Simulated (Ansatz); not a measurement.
Stepwise reaction of `[F][In]([F])[SeH]` with hydrogen, as a gas-phase model of exchange steps in deposition or etching. ΔE in kJ/mol; ΔG adds harmonic PBE0-D4 terms to CCSD(T)/CBS, at 1 bar.

Gas-phase electronic energies from Ansatz, PBE0-D4/def2-TZVP geometries. CBS: MP2 limit from def2 TZ/QZ plus the TZ coupled-cluster correction, frozen cores. This one scheme is used for every species. Functionals use def2-TZVPP. B3LYP here is the variant with VWN-RPA as its local correlation; programs differ in this. Elements past krypton have def2 core potentials. For In, Se outer-core shells are correlated without core-valence functions, which leaves a few kJ/mol of doubt a bond. Scalar relativity is left out up to krypton. Each species was taken in one conformer, which may not be the lowest.

```
step                                          reaction  PBE-D4  B3LYP-D4  ωB97M-V  CCSD(T)/CBS  ΔG(500 K)
   1  `[F][In]([F])[SeH]` + H₂ → `[F][InH][SeH]` + H–F    26.6      27.9     23.2         24.3       24.0
   2        `[F][InH][SeH]` + H₂ → `[SeH][InH2]` + H–F    51.6      52.9     47.8         49.2       48.8
```

Task: By hand: ΔE of the 2 steps together at CCSD(T)/CBS.

Result: (24.3) + (49.2) = 73.5 kJ/mol, or 36.8 kJ/mol a step.

In ΔE each step is higher than the one before. All are uphill at CCSD(T)/CBS. ΔG lies between 24.0 and 48.8 kJ/mol a step. PBE-D4 differs from CCSD(T)/CBS by 2.3 to 2.4 kJ/mol a step. Isolated molecules leave out the surface, adducts and barriers. Largest T1 diagnostic: 0.015.
